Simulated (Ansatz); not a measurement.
## B3N3H6 (borazine): methods side by side

The species is B3N3H6 (12 atoms), meant as a singlet with charge 0. SMILES: `B1NBNBN1`. Geometry: optimised at PBE0/def2-SVP. This is one conformer, not always the lowest.

Each level gives the adiabatic electron affinity (to the doublet anion, shapes relaxed at PBE0/def2-SVP, no zero-point term) (eV). The values are calculated.

The electron affinity is E(neutral) − E(anion): positive where the electron is bound.

```json
{"level": "HF/def2-SVP", "kind": "Hartree–Fock", "program": "Ansatz", "value (eV)": "-2.88", "CPU time (all runs)": "1.8 s"}
{"level": "r2SCAN/def2-SVP", "kind": "meta-GGA", "program": "Ansatz", "value (eV)": "-1.85", "CPU time (all runs)": "7.3 s"}
{"level": "B3LYP/def2-SVP", "kind": "global hybrid", "program": "Ansatz", "value (eV)": "-2.01", "CPU time (all runs)": "4.9 s"}
{"level": "PBE0-D4/def2-SVP", "kind": "global hybrid", "program": "Ansatz", "value (eV)": "-1.93", "CPU time (all runs)": "5.2 s"}
{"level": "wB97M-V/def2-SVP", "kind": "range-separated hybrid", "program": "Ansatz", "value (eV)": "-2.23", "CPU time (all runs)": "18 s"}
{"level": "MP2/def2-SVP", "kind": "perturbation theory", "program": "Ansatz", "value (eV)": "-2.36", "CPU time (all runs)": "2.6 s"}
```

The values span -2.88 to -1.85 eV. Negative values mean that the anion is unbound at that level; they are set by how diffuse the basis is and aren't properties of the molecule. Times are those of the runs behind each value, whatever else they computed, on shared processors of several kinds: orders of magnitude only.
